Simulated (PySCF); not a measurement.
OsH₂: breathing scan

Method: UPBE0 in PySCF with Os def2-TZVP with ECP60, H def2-TZVP; scalar-relativistic core potentials, no spin–orbit coupling; density-fitted integrals.

Rigid scan from the triplet minimum (Os–H 1.581 Å (×2); H–Os–H 86.3°). Coordinate: all bonds to the central atom scaled together. Energies in kJ/mol from the minimum.

(1) Predict the curve at 0.88, 0.92, 0.96, 1.00, 1.04, 1.08, 1.14, 1.22, 1.35.

Results:

(1) 
```
scale of all bonds to the centre  E (kJ/mol)  dipole size (D)  ⟨S²⟩
                            0.88        90.6             1.98  2.01
                            0.92        36.3             2.06  2.01
                            0.96         8.2             2.14  2.01
                            1.00         0.0             2.21  2.01
                            1.04         6.8             2.27  2.01
                            1.08        24.6             2.34  2.02
                            1.14        65.8             2.43  2.03
                            1.22       136.5             2.53  2.06
                            1.35       261.6             2.54  2.27
```

Spin contamination is strong at 1.35, so these points are less reliable.

Other spin states or occupations of the open shell can lie lower. Spin–orbit coupling, left out here, can matter for elements this heavy.
